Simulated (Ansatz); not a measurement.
Frontier orbitals of `C[CH2][Sn][CH3]`.

Cartesian coordinates in Å:
```
C 1.032 -0.250 0.959
C 1.022 0.954 0.032
Sn -0.846 1.474 -1.015
C -1.746 -0.517 -0.866
H 0.743 -1.165 0.438
H 2.021 -0.425 1.397
H 0.334 -0.126 1.793
H 1.359 1.858 0.551
H 1.743 0.816 -0.788
H -1.844 -0.808 0.184
H -1.091 -1.253 -1.344
H -2.727 -0.557 -1.340
```

Total charge 0; spin multiplicity 1. Correlated methods include outer-core shells of Sn, which these sets cover unevenly. Sn takes the def2 core potential. Geometry: relaxed with PBE0-D4/def2-TZVP. It is one conformer, not always the lowest. Basis def2-TZVPP, Ansatz 0.2.0.

Orbital energies of one run (eV). Highest occupied ones, from the top: -7.84, -9.30, -11.86, -12.53, -13.11, -13.27, -13.68, -14.63, -14.86, -19.52, -21.47, -23.52, -30.07, -30.19. Empty: -0.56, 1.59, 2.17, 2.93, 3.42, 4.16.

(1) Which functional gave them?
A. ωB97M-V
B. B97M-V
C. LC-ωPBE
D. HSE06 (plane-wave form)

Results:

(1) A. HOMO energies: ωB97M-V -7.84, B97M-V -5.00, HSE06 -5.41, LC-ωPBE -8.19 eV.

LC-ωPBE has ω = 0.4 bohr⁻¹.
